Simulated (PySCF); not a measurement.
Below is a simulated gas-phase C 1s photoelectron spectrum of `C/C=C/O[SiH3]`.

Every computed line was given a Gaussian of 0.6 eV full width at half maximum and an area set by the number of equivalent atoms; the highest printed point is 100. Level of theory: delta-SCF UKS SCAN, pcX-2 on the ionised atom, pcseg-1 elsewhere, spin-free X2C in PySCF.

(binding energy (eV), intensity): (289.2, 0), (289.3, 1), (289.4, 4), (289.5, 9), (289.6, 20), (289.7, 38), (289.8, 60), (289.9, 83), (290.0, 98), (290.1, 100), (290.2, 89), (290.3, 74), (290.4, 63), (290.5, 64), (290.6, 75), (290.7, 90), (290.8, 100), (290.9, 97), (291.0, 81), (291.1, 60), (291.2, 41), (291.3, 31), (291.4, 33), (291.5, 47), (291.6, 68), (291.7, 88), (291.8, 99), (291.9, 96), (292.0, 79), (292.1, 56), (292.2, 34), (292.3, 18), (292.4, 8), (292.5, 3), (292.6, 1), (292.7, 0)

How many maxima does the curve show, and how many computed lines lie under it?

The curve has 3 maxima (at 290.1, 290.8 and 291.8 eV). Under it lie 3 lines from 3 inequivalent carbon sites.

Decompose the envelope and assign each component. Numbering: `[CH3:1]/[CH:2]=[CH:3]/[O:4][SiH3:5]`.

| position (eV) | relative area | line | atoms | environment |
| --- | --- | --- | --- | --- |
| 290.06 | 1 | C 1s | C2 | alkene CH carbon |
| 290.84 | 1 | C 1s | C1 | allylic carbon |
| 291.83 | 1 | C 1s | C3 | vinylic carbon bearing oxygen |

Lowest listed C 1s: C2, bonded to C (double bond), C and H. Highest, 1.77 eV above it: C3, bonded to O, C (double bond) and H. Summing the Pauling electronegativity differences to the bonded atoms, each weighted by its formal bond order, gives -0.35 for the lowest site and +0.54 for the highest; no listed site has a larger sum than the highest. The smallest sum, -1.05, belongs to C1, 0.78 eV above the lowest.

No satellites, vibrations or lifetime broadening are included. Isolated species at its PBE0-D3(BJ)/def2-SVP geometry (one conformer only).

Shape of the structure used: `[CH3:1]/[CH:2]=[CH:3]/[O:4][SiH3:5]`: C2–C3–O4–Si5 -2°.
